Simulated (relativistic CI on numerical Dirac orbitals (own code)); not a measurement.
Spin-allowed bands of a d7 ion in a tetrahedral site, by hand

Problem. Take Δ = 5300 cm⁻¹ and B = 880 cm⁻¹ for a d7 ion in a tetrahedral site. Calculate the three spin-allowed bands.

Working.
1. The terms of highest spin are 4F (energy 0) and 4P (15B = 13200 cm⁻¹). Here the F term splits into A2 at −1.2Δ = -6360, T2 at −0.2Δ = -1060 and T1 at +0.6Δ = 3180 cm⁻¹.
2. The two T1 states mix through the element 0.4Δ: H = [[3180, 2120], [2120, 13200]], with roots ½(H₁₁ + H₂₂) ∓ ½√[(H₂₂ − H₁₁)² + 4H₁₂²] = ½(16380) ∓ ½(10880) = 2750 and 13630 cm⁻¹.
3. The ground term is 4A2 at -6360 cm⁻¹.
4. Bands: 4T2 5300 cm⁻¹ (1887 nm), 4T1(F) 9110 cm⁻¹ (1098 nm), 4T1(P) 19990 cm⁻¹ (500 nm).

Check. Exact diagonalisation of the whole d7 shell with these parameters gives 4T2 5300, 4T1 9110, 4T1 19990 cm⁻¹. The match is exact, since without spin-orbit coupling no other term has this spin. The ratio of the second band to the first, 1.719, depends on Δ/B = 6.0 alone, which is how a Tanabe-Sugano diagram is read.
